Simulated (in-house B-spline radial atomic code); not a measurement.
Results of a calculation; reference values are marked as such.
# Building a PAW s channel for Sn, r_c = 2.62 bohr

Sn, [Kr] 4d10 5s2 5p2, non-relativistic LDA (VWN5), spherical and spin-unpolarised, from a B-spline radial code for spherical atoms (atomic units; all potentials screened as in the neutral atom).

Two all-electron partial waves φ1, φ2 are integrated outwards at E1 = ε(5s) = -0.369349 and E2 = E1 + 1 hartree; φ1 is the bound orbital and φ2 has unit norm inside r_c = 2.6246 bohr. Smooth partners are polynomials, r^1(a0 + a1 r² + a2 r⁴ + a3 r⁶), matched to φ and three derivatives at r_c, with no condition on the norm. The local potential is -3.95552 + (1.37358) r² + (-0.200491) r⁴ + (0.0107681) r⁶ inside 2.1846 bohr and the all-electron one outside.

```json
{"wave": "1", "φ(r_c)": "0.6453268", "φ'(r_c)": "-0.2335934", "a0": "0.5928919", "a1": "-0.06473466", "a2": "0.001907922", "a3": "2.561793e-05"}
{"wave": "2", "φ(r_c)": "0.325905", "φ'(r_c)": "1.85058", "a0": "-1.849162", "a1": "0.4790632", "a2": "-0.03252125", "a3": "0.0006623623"}
```

Inside r_c the overlaps are <φi φj> = [[0.61867, -0.63518], [-0.63518, 1.00000]] and, for the smooth waves, [[0.85844, -1.26917], [-1.26917, 2.66519]]. With χj = (Ej − T − V_local) applied to smooth wave j, the program's quadrature gives the matrix B_ij = <smooth i, χj> as [[0.75015, -2.37050], [-1.73650, 5.60729]].

Problem. Check the match of the first wave, and find the augmentation charges q_ij.

Solution. At r_c the four terms are 1.55610, -1.17038, 0.23762, 0.02198, which sum to 0.6453, φ1(r_c) to rounding. q_ij is the all-electron overlap less the smooth one: [[-0.23977, 0.63399], [0.63399, -1.66519]]. The smooth first wave has a norm of 0.8584 inside r_c against 0.6187, so q11 is negative and must stay small enough for the overlap operator to be positive.

Problem. B isn't symmetric. Show that D_ij = B_ij + Ej q_ij is.

Solution. Integrating by parts gives B12 − B21 = (E1 − E2) q12: -2.37050 − (-1.73650) = -0.63400, and −1 × (0.63399) = -0.63399. So D12 = -2.37050 + (0.630651)(0.63399) = -1.97067 and D21 = -1.73650 + (-0.369349)(0.63399) = -1.97066; D11 = 0.83871, D22 = 4.55714. The projectors, p = (B⁻¹)ᵀ χ, are dual to the smooth waves; det B = 0.09.

Solving (T + V_local + Σ p D p) ψ = E (1 + Σ p q p) ψ in a sphere of 9 bohr, whose wall lifts the free-atom level a little, gives these levels:

| all-electron | one projector | two projectors |
| --- | --- | --- |
| -0.369319 | -0.369319 | -0.369319 |
| 0.039020 | 0.033443 | 0.039015 |
| 0.366420 | 0.292054 | 0.366413 |
| 0.861408 | 0.482975 | 0.861383 |
| 1.509820 | 0.928740 | 1.507150 |

Problem. What does the second projector gain?

Solution. With one projector the errors are 0.00, -5.58, -74.37 millihartree, and the level at 0.4830 is out of step with the all-electron series: an extra state, or one far too low, so the pairing ends there; skipping it, the next levels are off by +67.3 millihartree. With two the errors are 0.00, -0.01, -0.01, -0.02, -2.67 millihartree. The scattering is exact at E1 and at E2 = 0.631, and over all levels compared the largest error is 2.7 millihartree. The lowest eigenvalue of the overlap operator is 0.4666 with one and 0.04535 with two projectors, close enough to zero to make that set ill-conditioned. The smooth orbital alone needs a cutoff of 1.34 hartree for 1 millihartree of kinetic energy, against 8.32 for a norm-conserving Troullier-Martins orbital of the same radius; part of the gain comes from giving up the norm, part from the simpler form.
